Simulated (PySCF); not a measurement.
Geometry:
```csv
atom,x (Å),y (Å),z (Å)
Al1,-0.751,0.277,0.997
O2,-1.958,0.514,2.161
O3,0.647,1.230,0.964
S4,-0.869,-1.242,-0.549
Si5,0.941,-0.771,-1.627
H6,-2.789,0.042,2.228
H7,0.868,1.958,1.545
H8,0.966,-1.728,-2.772
H9,0.919,0.623,-2.154
H10,2.153,-0.980,-0.787
```

Geometry: PBE0-D3(BJ)/def2-SVP; GIAO absolute shieldings from PySCF 2.14, gas phase, non-relativistic, averaged over equivalent atoms.

At PBE/pcSseg-1 (pcSseg-2 on Al) (150 basis functions, 15 s wall time on 1 thread of an Intel Xeon Platinum 8488C, shared host):
```tsv
atoms	σ (ppm)
Al1	422.7
O2/O3	294.7
S4	845.1
Si5	387.1
H8/H9/H10	26.43
H6/H7	29.46
```

Q: What do these become at B3LYP/pcSseg-1 (pcSseg-2 on Al)?

A: 
```csv
atoms,σ at B3LYP/pcSseg-1 (pcSseg-2 on Al),change
Al1,427.7,+5.0
O2/O3,301.7,+7.0
S4,849.7,+4.6
Si5,388.6,+1.5
H8/H9/H10,26.82,+0.39
H6/H7,29.61,+0.15
```

The largest change is at O2/O3 (oxygen bonded to Al, H). Cost: 150 basis functions, 10 s wall time on 1 thread of an Intel Xeon Platinum 8488C, shared host.

The averaged O atoms aren't alike in the static structure (σ from 287 to 303 ppm); the average presumes fast exchange among these sites.
